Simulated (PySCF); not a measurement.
# Computed NMR parameters against published values

Atoms are numbered as in `[CH3:1][O:2][c:3]1[cH:4][cH:5][cH:6][n:7][cH:8]1`. Each H is labelled by its parent atom.

PySCF 2.14 calculation with σ from GIAO-PBE0/pcSseg-1 and geometry from GFN2-xTB; one conformer, averaged over atoms made equivalent by symmetry, fast rotation or ring inversion, no solvent model, relativity neglected.

Reference values: estimated from measurements, as parent shift plus tabulated substituent increment (solution, not stated per compound (mostly CDCl3 or CCl4); Pretsch, Buehlmann, Badertscher, Structure Determination of Organic Compounds, 4th ed. (2009)).
| atoms | quantity | reference | computed | computed, scaled |
| --- | --- | --- | --- | --- |
| C3 | δ 13C | 155.2 | 161.9 | 155.6 |
| C6 | δ 13C | 141.4 | 147.9 | 141.9 |
| C8 | δ 13C | 137.3 | 135.7 | 130.1 |
| C5 | δ 13C | 123.8 | 128.8 | 123.3 |
| C4 | δ 13C | 120.0 | 130.6 | 125.1 |
| H(C8) | δ 1H | 8.32 | 8.38 | 8.00 |
| H(C6) | δ 1H | 8.19 | 8.58 | 8.18 |
| H(C4) | δ 1H | 7.25 | 7.50 | 7.16 |
| H(C5) | δ 1H | 7.21 | 7.37 | 7.05 |

Computed shifts are σ(ref) − σ with the named reference compound (TMS for H and C) calculated as an isolated molecule at the same level. The measured values may be among those fitted. Empirical linear scaling, fitted to shifts measured mostly in CDCl3 for H and C (δ vs TMS): 13C (scatter 2.1 ppm rms, 2.3 ppm with the 13 outliers that the fit left out); 1H (scatter 0.17 ppm rms, 0.18 ppm with the 4 outliers that the fit left out). Occasional misses reach two or three times the rms, and more in compound classes unlike the fitted ones.

Task: How far are the unscaled 13C shifts from the references?

Result: Mean signed difference +5.44 ppm, mean absolute 6.08 ppm over 5 comparisons; the largest is +10.6 ppm at C4 (aromatic CH).

Task: How far are the unscaled 1H shifts from the references?

Result: Mean signed difference +0.22 ppm, mean absolute 0.22 ppm over 4 comparisons; the largest is +0.39 ppm at H(C6) (hydrogen on an aromatic CH next to a ring nitrogen).
